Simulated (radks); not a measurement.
Q: The table gives one normalised radial function P(r) = r R(r) of Mg8+ in [He] 2s2 (r in bohr). Calculated with a radial shooting solver on a logarithmic mesh with Libxc functionals: scalar-relativistic Kohn-Sham, LB94 model potential, spin-unpolarised, spherical densities, finite nucleus; Fermi nuclear charge, rms radius 3.057 fm.

| r | P |
|---|---|
| 0.004173 | 0.1005 |
| 0.005056 | 0.1204 |
| 0.006176 | 0.1450 |
| 0.007483 | 0.1728 |
| 0.00914 | 0.2066 |
| 0.01107 | 0.2443 |
| 0.01342 | 0.2873 |
| 0.01639 | 0.3378 |
| 0.01986 | 0.3915 |
| 0.02406 | 0.4492 |
| 0.02939 | 0.5117 |
| 0.03561 | 0.5707 |
| 0.04349 | 0.6260 |
| 0.0527 | 0.6663 |
| 0.06386 | 0.6850 |
| 0.07799 | 0.6699 |
| 0.0945 | 0.6095 |
| 0.1145 | 0.4918 |
| 0.1399 | 0.2985 |
| 0.1695 | 0.0432 |
| 0.207 | -0.2842 |
| 0.2508 | -0.6299 |
| 0.3039 | -0.9626 |
| 0.3712 | -1.2388 |
| 0.4497 | -1.3822 |
| 0.5493 | -1.3656 |
| 0.6656 | -1.1899 |
| 0.8064 | -0.9036 |
| 0.985 | -0.5729 |
| 1.193 | -0.3054 |
| 1.446 | -0.1302 |
| 1.766 | -0.0403 |

Which n and l does it have? It may be an empty orbital.

A: n = 2, l = 0: the number of nodes gives n - l - 1 = 1, the rise at small r (about r^(l+1)) gives l, and the extent must fit the shell. The curve is that of 2s. 2s: eigenvalue -323.63 eV, 1 radial node at r = 0.174 bohr, <r> = 0.573 bohr, 90 % of the charge inside 0.879 bohr.
